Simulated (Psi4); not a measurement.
Process, species as SMILES: P#N (N-P) + H+ → [NH+]#P
B3LYP-D3(BJ)/def2-TZVP geometries, fixed; electronic energies without zero-point terms; positive where energy is released.

Basis-set convergence of the proton affinity at B3LYP with Psi4. All functions are spherical. Density fitting with the program's default auxiliary sets. Psi4's default fitting sets serve the pcseg sets less well. The proton sits at the site shown, which need not be the one that binds it best. No added dispersion term, no relativity. Functions are those of the species that has most. Reference: the value in aug-cc-pV(Q+d)Z, 198.33 kcal/mol, itself unsure by roughly 0.09 kcal/mol (its mean distance from cc-pV(5+d)Z, def2-QZVPPD, def2-QZVPP). Deviations are taken from unrounded values.

```csv
basis,functions
def2-SV(P),34
def2-SVP,37
cc-pV(D+d)Z,42
aug-pcseg-1,59
def2-TZVP,74
cc-pV(T+d)Z,83
def2-TZVPP,87
aug-pcseg-2,119
cc-pV(Q+d)Z,149
def2-QZVPP,157
aug-pcseg-3,223
cc-pV(5+d)Z,246
```

### Question
Which is the smallest set listed that can be trusted to 2 kcal/mol here, that is, within that of the reference together with its larger relatives (same family, alike in diffuse functions; a set with none to test it counts only in the reference's own line)?

### Answer
The smallest set listed that lies within 2 kcal/mol of the reference with all its larger relatives (same family, alike in diffuse functions; a set with none counts only in the reference's own line) is def2-SVP (37 functions, 0.75 kcal/mol off). Value minus reference: def2-SV(P) -2.49, def2-SVP 0.75, cc-pV(D+d)Z -0.11, aug-pcseg-1 -5.40, def2-TZVP -0.06, cc-pV(T+d)Z 0.47, def2-TZVPP 0.42, aug-pcseg-2 -0.23, cc-pV(Q+d)Z 0.26, def2-QZVPP 0.11, aug-pcseg-3 0.10, cc-pV(5+d)Z 0.13 kcal/mol.
